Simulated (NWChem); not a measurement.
System meant: CH$_{4}$S$_{2}$Zn; SMILES C[S][Zn][SH]

Input file for NWChem:

```
start job
memory heap 200 mb stack 900 mb global 1100 mb
geometry units angstroms noautosym nocenter noautoz
  Zn    -0.078692     0.657749     0.449825
  S     -0.104946     2.822103     0.368323
  H     -0.635022     2.902949    -0.873800
  S     -0.037505    -1.494263     0.536865
  C      1.652360    -1.886905    -0.112724
  H      1.784147    -1.536419    -1.138509
  H      1.738074    -2.975869    -0.104615
  H      2.436644    -1.472594     0.524112
end
basis spherical
  Zn library def2-svp
  S library def2-svp
  H library def2-svp
  C library def2-svp
end
dft
  xc m06-2x
  iterations 150
end
property
  shielding
end
task dft property
```

End of the output:

```
 Vector   39  Occ=0.000000D+00  E= 5.448044D-02
              MO Center= -3.5D-02,  7.6D-01,  2.2D-01, r^2= 3.8D+00
   Bfn.  Coefficient  Atom+Function         Bfn.  Coefficient  Atom+Function
  ----- ------------  ---------------      ----- ------------  ---------------
    14      0.851490  1 Zn pz                88     -0.376955  6 H  s
    12      0.355936  1 Zn px                51      0.350196  3 H  s
    98      0.308208  8 H  s                 81     -0.260068  5 C  pz
    11     -0.226351  1 Zn pz                 4     -0.221025  1 Zn s
    50      0.214550  3 H  s                 35     -0.198190  2 S  s

 center of mass
 --------------
 x =   0.20496984 y =   0.77154836 z =   0.71883063

 moments of inertia (a.u.)
 ------------------
        1437.642373097398         243.627827212573          45.349511384452
         243.627827212573         188.152790730376         -19.443858503372
          45.349511384452         -19.443858503372        1567.358818967556

     Multipole analysis of the density
     ---------------------------------

     L   x y z        total         alpha         beta         nuclear
     -   - - -        -----         -----         ----         -------
     0   0 0 0     -0.000000    -36.000000    -36.000000     72.000000

     1   1 0 0      0.348559     -9.839404     -9.839404     20.027367
     1   0 1 0     -0.208423    -25.213518    -25.213518     50.218612
     1   0 0 1     -0.500447    -24.541330    -24.541330     48.582213

     2   2 0 0    -33.481670    -69.076260    -69.076260    104.670850
     2   1 1 0     -2.886012     65.419789     65.419789   -133.725591
     2   1 0 1      0.529218      6.516218      6.516218    -12.503219
     2   0 2 0    -42.525561   -412.842297   -412.842297    783.159033
     2   0 1 1     -1.114650    -23.233848    -23.233848     45.353047
     2   0 0 2    -34.495919    -44.520279    -44.520279     54.544639

          -----------------------------------------
          Chemical Shielding Tensors (GIAO, in ppm)
          -----------------------------------------

 ------------------------------------------------------------------------
  xm06: d2 not coded                    0
 ------------------------------------------------------------------------
 ------------------------------------------------------------------------
  current input line :
    26: task dft property
 ------------------------------------------------------------------------
 ------------------------------------------------------------------------
 This error has not yet been assigned to a category
 ------------------------------------------------------------------------
 For more information see the NWChem manual at https://nwchemgit.github.io

0: xm06: d2 not coded:Received an Error in Communication
```

Q: What is wrong, and how is it mended?

A: The program stopped with an error. Cause: this functional's second derivatives, which shieldings need, aren't coded here; the fix takes a hybrid GGA instead. This input runs:
```
start job
memory heap 200 mb stack 900 mb global 1100 mb
geometry units angstroms noautosym nocenter noautoz
  Zn    -0.078692     0.657749     0.449825
  S     -0.104946     2.822103     0.368323
  H     -0.635022     2.902949    -0.873800
  S     -0.037505    -1.494263     0.536865
  C      1.652360    -1.886905    -0.112724
  H      1.784147    -1.536419    -1.138509
  H      1.738074    -2.975869    -0.104615
  H      2.436644    -1.472594     0.524112
end
basis spherical
  Zn library def2-svp
  S library def2-svp
  H library def2-svp
  C library def2-svp
end
dft
  xc pbe0
  iterations 150
end
property
  shielding
end
task dft property
```
It converges to -2615.24010 Ha (PBE0/def2-SVP, GIAO).
